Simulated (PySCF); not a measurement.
**Electron correlation in Cr (chromium, neutral)**

[Ar] 3d4 4s1 4p1, one real determinant (an excited configuration). All numbers are calculated (PySCF 2.14, the spin-free X2C one-electron Hamiltonian (Gaussian nucleus), in aug-cc-pVDZ-DK (7s6p4d2f, 59 functions)). Frozen: [Ar]; 6 electrons correlated.

| level | correlation energy (mhartree) |
| --- | --- |
| CCSD | -58.78 |
| (T) | -0.87 |
| CCSD(T) | -59.65 |

Diagnostics: T1 = 0.099, D1 = 0.3420, largest double amplitude 0.033.

Q: Is a single reference adequate?

A: Largely. T1 is above 0.03 while the doubles stay small, so the singles mainly relax the orbitals.

The reference is one real determinant that mixes LS terms of this configuration.
